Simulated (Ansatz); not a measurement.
Computed with Ansatz.

Basis-set series for BCl2H6NSi2, SMILES `[SiH3]N([SiH3])B(Cl)Cl`. The species carries charge 0 and has multiplicity 1. The geometry is a stationary point of PBE0-D4/def2-TZVP. It is one conformer, not always the lowest.

| functional | basis | functions | energy (Eh) | HOMO (eV) | LUMO (eV) |
| --- | --- | --- | --- | --- | --- |
| PBE0-D4 | def2-SVP | 130 | -1581.59092 | -8.40 | -0.44 |
| PBE0-D4 | def2-TZVPP | 314 | -1582.20002 | -8.48 | -0.71 |
| ωB97M-V | def2-SVP | 130 | -1582.10646 | -10.57 | 1.61 |
| ωB97M-V | def2-TZVPP | 314 | -1582.71636 | -10.70 | 1.27 |

(1) Give the rows for def2-QZVPP. (Estimate.)

## Answers

(1) The calculation gave: 
```tsv
functional	basis	functions	energy (Eh)	HOMO (eV)	LUMO (eV)
PBE0-D4	def2-QZVPP	574	-1582.25164	-8.50	-0.76
ωB97M-V	def2-QZVPP	574	-1582.76444	-10.72	1.16
```

Positive LUMOs are unbound and depend on the basis.
